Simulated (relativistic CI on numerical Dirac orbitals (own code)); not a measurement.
**Fe4+ in a cubic cluster: 3s photoemission with charge transfer**

Computed with a charge-transfer multiplet model of a cubic metal-ligand cluster with up to 2 ligand holes, Slater and spin-orbit integrals from Dirac-Coulomb-Breit ions, Slater integrals scaled by 0.7. The ground state mixes d4 with configurations of k ligand holes L, whose averages lie at kΔ + k(k − 1)U_dd/2; a core hole lowers each added d electron by U_cd. 300 K, Lorentzian 1.4 eV and Gaussian 0.8 eV FWHM.

Atomic integrals in eV (Slater integrals scaled, ζ unscaled), ground: F2dd 9.078, F4dd 5.706, zeta_d 0.064; with the core hole: F2dd 9.724, F4dd 6.140, zeta_d 0.072, G2cd 9.413.

Cluster parameters (eV): U_dd = 6.8, U_cd = 8.6, 10Dq = 0.5, 10Dq(ligand) = 1.5, V(eg) = 1.75, V(t2g) = -0.94, final-state hopping factor = 0.9.

Weights, n_d and S are thermal averages at 300 K. Binding energies count from the first peak over 30 % of the highest in each spectrum, which can be another peak from case to case. The parameters are a model scan and need not match a compound or its usual spin state. Peaks in eV (height, largest 100): 0.0 (92), 5.2 (46), 8.7 (53), 10.8 (100), 18.1 (37).

(1) Which parameters give this spectrum?
A. Δ = 1.9 eV
B. Δ = 4.9 eV
C. Δ = -0.1 eV

## Answers

(1) B. Δ = 4.9 eV; the ground state then has 4.34 d electrons and S = 2.00. The choice follows from running the model for each set and comparing peak positions and heights. Without intra-shell correlation the exchange splitting of the 3s hole comes out too large. The space is cut while the next configuration still counts.
